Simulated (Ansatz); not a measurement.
Harmonic frequencies (cm⁻¹) at PBE0-D4/def2-TZVP from Ansatz: 46, 78, 89, 226, 279, 486, 510, 559, 638, 648, 740, 792, 843, 869, 874, 906, 950, 1034, 2163, 2175, 2186, 2230, 2250, 2708.

Each molecule was computed in one conformer, which needn't be the lowest.

(1) Which molecule is it?
A. `COC(F)Br`
B. `O[SiH2][S][GeH3]`
C. `S[SiH2][O][GeH3]`
D. `BC1=C(S)C1`

## Answers

(1) C.
